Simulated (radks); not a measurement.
Correlation energies from several functionals, in hartree. Species: Ti4+ [Ar]; F2+ [He] 2s2 2p3; Tc20+ [Ar] 3d5. All-electron calculation, non-relativistic Kohn-Sham, PBE, spin-polarised, spherical densities, point nucleus. Program: a radial shooting solver on a logarithmic mesh with Libxc functionals. Every spin shell is full or empty, so the densities are truly spherical. Functionals are evaluated on that one density, not self-consistently.

| functional | Ti4+ | F2+ | Tc20+ |
|---|---|---|---|
| PW92 | -1.5857 | -0.48652 | -2.4899 |
| VWN5 | -1.5933 | -0.48934 | -2.5005 |
| PBE | -0.76557 | -0.19438 | -1.1617 |
| PBEsol | -0.88812 | -0.23476 | -1.3449 |
| OP (B88) | -0.79828 | -0.22042 | -1.1626 |
| TPSS | -0.77004 | -0.19976 | -1.1668 |
| SCAN | -0.74924 | -0.19598 | -1.1511 |
| r2SCAN | -0.75694 | -0.19733 | -1.1631 |
| B95 | -0.93050 | -0.22197 | -1.5568 |
